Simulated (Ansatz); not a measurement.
Geometry optimisation, RHF/def2-SVP (Ansatz).

Input:

```yaml
crystal:
  periodic: [false, false, false]
  atoms:
    - { symbol: B, position_ang: [-0.019892, -0.227622, -0.144276] }
    - { symbol: Cl, position_ang: [-0.026792, -0.88768, 1.581206] }
    - { symbol: "N", position_ang: [1.229845, -0.001766, -0.737181] }
    - { symbol: H, position_ang: [2.090123, -0.188002, -0.270875] }
    - { symbol: H, position_ang: [1.328053, 0.416962, -1.63735] }
    - { symbol: "N", position_ang: [-1.262042, -0.08461, -0.776049] }
    - { symbol: H, position_ang: [-2.130541, -0.215364, -0.301494] }
    - { symbol: H, position_ang: [-1.347534, 0.252851, -1.711498] }
    - { symbol: Br, position_ang: [-0.181076, 2.783294, 1.088994] }
    - { symbol: H, position_ang: [-0.143745, 1.638336, 2.036825] }
basis:
  gaussian: { orbitals: def2-SVP }
hamiltonian:
  xc: hf
relax:
  f_tol: 0.03
  max_steps: 50
```

Command:

```bash
$ ansatz run input.yaml --threads 2 --pin off --max-ram 3072MiB --backend cpu --events-out ev --progress --plain --runs-dir out
```

Q: Where does it end, and by what steps?

A: The forces met the threshold. The force dipped under the threshold on the way, but the program's further checks kept it going. After 14 steps the energy has fallen by 0.287 eV; Br9 moved furthest, 1.43 Å.

```tsv
step	energy less start (eV)	largest force component (eV/Å)	accepted
0	0.0000	1.455	yes
1	-0.1815	0.409	yes
2	-0.2253	0.374	yes
3	-0.2492	0.133	yes
4	-0.2612	0.132	yes
5	-0.2716	0.157	yes
6	-0.2678	0.784	no
7	-0.2779	0.068	yes
8	-0.2795	0.286	yes
9	-0.2829	0.199	yes
10	-0.2854	0.016	yes
11	-0.2864	0.042	yes
12	-0.2867	0.044	yes
13	-0.2869	0.038	yes
14	-0.2870	0.023	yes
```

```xyz
10
Properties=species:S:1:pos:R:3
B -0.009 -0.318 -0.301
Cl -0.030 -0.549 1.502
N 1.242 -0.209 -0.923
H 2.097 -0.254 -0.412
H 1.356 -0.072 -1.905
N -1.247 -0.261 -0.957
H -2.113 -0.340 -0.470
H -1.338 -0.128 -1.942
Br -0.248 3.512 2.315
H -0.173 2.106 2.221
```

The run took 32 s on 2 threads of Arm Neoverse V1, with other jobs on the host, peak memory 0.28 GiB.
